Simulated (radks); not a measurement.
Species: the aluminium ion Al+. Configuration: [Ne] 3s2.

All-electron calculation, scalar-relativistic Kohn-Sham, exchange-only r2SCAN, spin-polarised, spherical densities, finite nucleus; meta-GGA in the generalised Kohn-Sham scheme; Fermi nuclear charge, rms radius 3.061 fm. Program: a radial shooting solver on a logarithmic mesh with Libxc functionals.

Energy parts (hartree):
| part | energy |
|---|---|
| total | -242.14627 |
| kinetic | 242.98578 |
| electron-nucleus | -576.34548 |
| Hartree | 109.13482 |
| exchange | -17.92139 |

Orbitals (lengths in bohr, moments of r in powers of bohr; r(max) is where P^2 peaks; r(90%) holds 90 % of the orbital's charge):
orbital  occ.  eigenvalue (hartree)  r(90%)   r(max)
1s          2             -56.21573   0.215  0.07838
2s          2              -4.39521   0.984   0.4955
2p          6              -2.90035    1.02   0.4298
3s          2              -0.52463    3.65    2.039
3p          0              -0.29725    4.37    2.426

The highest occupied level is 3s at -14.276 eV. For comparison, the ionisation energy in NIST's Atomic Spectra Database is 18.829 eV (measured). In exact Kohn-Sham theory the highest level is minus the ionisation energy, but local and semilocal functionals leave it too shallow, through self-interaction and a potential that decays too fast; potentials with the right tail come closer. The electron density at the nucleus is 1504 e/bohr^3 (large components only). Summed over all electrons, <r^2> = 17.23 bohr^2, which gives a Langevin (diamagnetic) susceptibility term of -13.6 x 10^-6 cm^3/mol. The density falls to 0.001 e/bohr^3 at r = 3.93 bohr.
